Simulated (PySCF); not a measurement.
Species: GeI2H2.
InChI=1S/GeH2I2/c2-1-3/h1H2

Theory: PySCF 2.14.0, PBE0-D3(BJ)/def2-SVP geometry optimisation, gas phase, def2 core potentials past Kr.

Take the most abundant isotopes and a rigid rotor. 

(1) Give the principal moments of inertia and the rotational constants in MHz.

(2) Classify the top.

(3) Is it planar, by Δ = Ic − Ia − Ib?

(4) Give the other two planar moments, Paa and Pbb, and the rms extents of the mass along the axes.

(5) Give the coordinates in the principal-axis frame, origin at the centre of mass.

(6) Where do the levels up to J = 2 lie, in cm⁻¹?

(7) Predict some low-J microwave lines.

(8) Estimate the classical rotational partition function at 10 K, 25 K and 500 K.

## Answers

(1) Ia = 127.08, Ib = 1088.32, Ic = 1208.75 u·Å²; 505379 MHz·u·Å²/I gives A = 3977, B = 464.4, C = 418.1 MHz.

(2) A near-prolate asymmetric top; Ray's κ = -0.974.

(3) Not planar: Δ = Ic − Ia − Ib = -6.65 u·Å². For a rigid frame Δ = −2 Σ m c², so Σ m c² = 3.32 u·Å² lies off the ab plane, practically all of it from hydrogen. The atom farthest from that plane is 1.28 Å away.

(4) Paa = Σ m a² = (Ib + Ic − Ia)/2 = 1084.99 and Pbb = Σ m b² = (Ia + Ic − Ib)/2 = 123.76 u·Å². With the mass M = 329.75 u, the rms extents √(P/M) along a, b and c are 1.81, 0.61, 0.10 Å.

(5) The sense of each axis is arbitrary; atoms in the order of the calculation.
```
atom  mass (u)   a (Å)   b (Å)   c (Å)
 Ge1    73.921   0.000  -1.091   0.000
  I2   126.904  -2.067   0.333   0.000
  I3   126.904   2.068   0.333   0.000
  H4     1.008  -0.005  -1.932  -1.283
  H5     1.008  -0.005  -1.929   1.285
```

(6) Above 0(0,0):
J = 1: 1(0,1) 0.0294, 1(1,1) 0.1466, 1(1,0) 0.1481
J = 2: 2(0,2) 0.0883, 2(1,2) 0.2039, 2(1,1) 0.2086, 2(2,1) 0.5600, 2(2,0) 0.5601

(7) The dipole components are |μa| = 0.00 D, |μb| = 1.35 D, |μc| = 0.00 D; the symmetry axis of this C2v structure is b, so μa and μc vanish by symmetry and there are no a-type or c-type lines. Some lines, for components of 0.1 D or more:

| type | branch | J(Ka,Kc) | MHz | lower level (cm⁻¹) |
| --- | --- | --- | --- | --- |
| b | Q | 1(1,0) ← 1(0,1) | 3559 | 0.029 |
| b | Q | 2(1,1) ← 2(0,2) | 3605 | 0.088 |
| b | R | 1(1,1) ← 0(0,0) | 4395 | 0.000 |
| b | R | 2(1,2) ← 1(0,1) | 5231 | 0.029 |
| b | Q | 2(2,0) ← 2(1,1) | 10538 | 0.209 |
| b | Q | 2(2,1) ← 2(1,2) | 10676 | 0.204 |
| b | R | 2(2,1) ← 1(1,0) | 12348 | 0.148 |
| b | R | 2(2,0) ← 1(1,1) | 12395 | 0.147 |

(8) Point group C2v, symmetry number σ = 2; q = (√π/σ)·√((kT/h)³/(ABC)), k/h = 20836.6 MHz/K: 3030 at 10 K, 12000 at 25 K, 1070000 at 500 K.

Atoms past krypton carry def2 core potentials. No PBE0-D3(BJ)/def2-SVP frequencies stand behind this structure, so it isn't proved a minimum. These are rigid-rotor constants of the computed structure; measured ground-state constants (B0) also hold zero-point vibration. Quadrupole hyperfine structure (127I) is left out.

On one thread, Arm Neoverse V1 (aarch64), no GPU, shared host, this took 34 s of wall time and 0.38 GiB of memory at its peak. These figures are those of the optimisation.
